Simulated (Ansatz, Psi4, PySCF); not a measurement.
H2BN, triplet, geometry from GFN2-xTB (a higher spin typed on purpose: for a closed-shell molecule this is an excited state), atoms displaced at random by about 0.08 Å a coordinate. Base run: PBE0/def2-SVP, gradient (PySCF).

Here is a job for PySCF.
```python
from pyscf import gto, scf, dft

mol = gto.Mole()
mol.atom = '''
    B     0.773846   -0.113003    0.452496
    N    -0.439504    0.059536   -0.148286
    H     1.514471    0.100397   -0.427912
    H    -0.787194    0.561201   -0.889834
'''
mol.basis = 'def2-svp'
mol.charge = 0
mol.spin = 2
mol.verbose = 4
mol.build()

mf = dft.UKS(mol)
mf.xc = 'pbe0'
mf.kernel()
g = mf.nuc_grad_method()
grad = g.kernel()
```

Programs used: Ansatz (a quantum-chemistry and plane-wave program), Psi4, PySCF; a row that names a program was run with it.

The coordinate followed is z of atom 4.

The base run was repeated with changes; each row names its change, and settings that it needs were set with it.

| change | dE/dx (Eh/bohr) | net force (Eh/bohr) |
|---|---|---|
| base | 0.048519 | 0.000060 |
| grids.level = 5; grid_response = off | 0.048519 | 0.000000 |
| finite difference step (bohr) = 1e-4; conv_tol = 1e-11 | 0.048517 | - |
| grid_response = on | 0.048518 | 0.000000 |
| finite difference step (bohr) = 0.01; conv_tol = 1e-11 | 0.048528 | - |
| density fitting = on; auxbasis_response = off | 0.048502 | 0.000547 |
| code = ansatz | 0.048518 | 0.000000 |
| grids.level = 0; grid_response = on | 0.054502 | 0.000000 |
| grids.level = 0; grid_response = off | 0.049012 | 0.002267 |
| grids.level = 1; grid_response = off | 0.048520 | 0.000207 |
| grids.level = 5; grid_response = on | 0.048519 | 0.000000 |
| code = psi4 | 0.048511 | 0.000016 |

The net force is zero for an exact gradient.

Open shells are given as the SCF converged; they aren't shown to be the lowest states, and a large step between rows can be another state.
